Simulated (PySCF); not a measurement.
**Basis and Hamiltonian dependence of the excitation energy of F²⁺**

F²⁺ [He] 2s2 2p3 (4S) → F²⁺ [He] 2s1 2p4 (4P). Calculated with PySCF 2.14 from differences of total energies of unrestricted determinants, without spin-orbit coupling. Values in eV.

| basis | Hamiltonian | functions | UHF | PBE | PBE0 | MP2 (valence) | CCSD(T) (valence) | CCSD(T) (valence and next inner shell) |
| --- | --- | --- | --- | --- | --- | --- | --- | --- |
| def2-TZVPP | non-relativistic | 31 | 18.831 | n/a | n/a | 18.873 | 18.844 | n/a |
| x2c-TZVPPall | spin-free X2C | 31 | 18.929 | 17.833 | 18.189 | 18.971 | 18.942 | n/a |
| x2c-TZVPPall with one added diffuse shell each of s, p, d type | spin-free X2C | 40 | 18.927 | 17.832 | 18.188 | 18.972 | 18.934 | 18.910 |
| aug-cc-pVTZ | non-relativistic | 46 | 18.871 | 17.784 | 18.137 | 18.911 | 18.873 | n/a |
| aug-cc-pVTZ-DK | spin-free X2C | 46 | 18.968 | 17.882 | 18.235 | 19.009 | n/a | n/a |
| x2c-QZVPPall | spin-free X2C | 57 | 18.911 | 17.824 | 18.178 | 18.949 | 18.907 | 18.867 |
| aug-cc-pCVTZ-DK with one added diffuse shell each of s, p, d, f type | spin-free X2C | 75 | 18.967 | 17.879 | 18.233 | 19.029 | 18.988 | 18.947 |
| dyall-acv3z | spin-free X2C | 76 | 18.914 | 17.826 | 18.180 | 19.000 | 18.959 | 18.935 |
| dyall-acv3z | non-relativistic | 76 | 18.817 | 17.729 | 18.083 | 18.903 | 18.863 | 18.839 |
| aug-cc-pVQZ-DK | spin-free X2C | 80 | 18.922 | 17.834 | 18.189 | 18.969 | 18.926 | n/a |
| aug-cc-pVQZ | non-relativistic | 80 | 18.825 | 17.737 | 18.092 | 18.872 | 18.830 | n/a |
| aug-cc-pVQZ with one added diffuse shell each of s, p, d, f, g type | non-relativistic | 105 | 18.825 | 17.737 | 18.092 | 18.873 | n/a | n/a |
| aug-cc-pCVQZ-DK | spin-free X2C | 109 | 18.921 | 17.831 | 18.185 | 18.976 | n/a | n/a |
| aug-cc-pwCVQZ | non-relativistic | 109 | 18.824 | 17.733 | 18.088 | 18.878 | n/a | n/a |

Frozen in the all-electron rows: valence: 1s2; valence and next inner shell: nothing.
